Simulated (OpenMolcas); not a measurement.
An atom or ion with 30 electrons was computed by MS-CASPT2, IPEA 0.25 Eh, imaginary shift 0.1 Eh with spin-orbit coupling (OpenMolcas, ANO-RCC-VQZP, DKH2). The lowest levels that the run gave, each within 12 % of the measured value where one is at hand:

| J | Parity | E (cm⁻¹) | g |
| --- | --- | --- | --- |
| 0 | even | 0.0 |  |
| 0 | odd | 101601 |  |
| 1 | odd | 103522 | 1.500 |
| 2 | odd | 107834 | 1.501 |
| 1 | odd | 153023 | 1.002 |
| 0 | even | 242613 |  |
| 1 | even | 245366 | 1.501 |
| 2 | even | 246774 | 1.270 |
| 2 | even | 252524 | 1.231 |
| 0 | even | 285424 |  |

Question: Which ion is it, and what are the configurations and terms?

Answer: Br5+ (Z = 35, charge +5; active space 2 electrons in 8 orbitals (4s 4p 5s 5p)). J, parity and g give the terms where levels are pure, and mixed ones are named by the computed weights; the size of the splittings, set against known spectra of the 30-electron sequence, gives the charge. In order, with the measured energies in cm⁻¹ (Moore, Atomic Energy Levels, vol. II, NSRDS-NBS 35 (1971 reprint of NBS Circular 467, 1952)): 4s² ¹S₀, 4s 4p ³P°₀ (104316), 4s 4p ³P°₁ (106431), 4s 4p ³P°₂ (111336), 4s 4p ¹P°₁ (151274), 4p² ³P₀ (244136), 4p² ³P₁ (247406), 4p² ³P₂ [54 %], 4p² ¹D₂ [54 %], 4p² ¹S₀.

Over all roots computed the reference weight is 0.92 to 0.99; the roots of lowest weight are the least certain, and an intruder state may touch them. Active for correlation alone: 5p 5s; no level in the range computed is led by a configuration that fills them, so any true level of that kind is missing. The ¹D term of p² mixes with s d, which this space lacks. Computed and measured levels are paired by configuration, term and J; levels that our copy of the source lacks, or whose pairing is in doubt (as where it misses far off the trend of its configuration), stay unpaired and out of the deviations. Only configurations of the active space appear.

A share in square brackets marks a mixed level and gives the weight of the term that names it. ° marks odd parity.
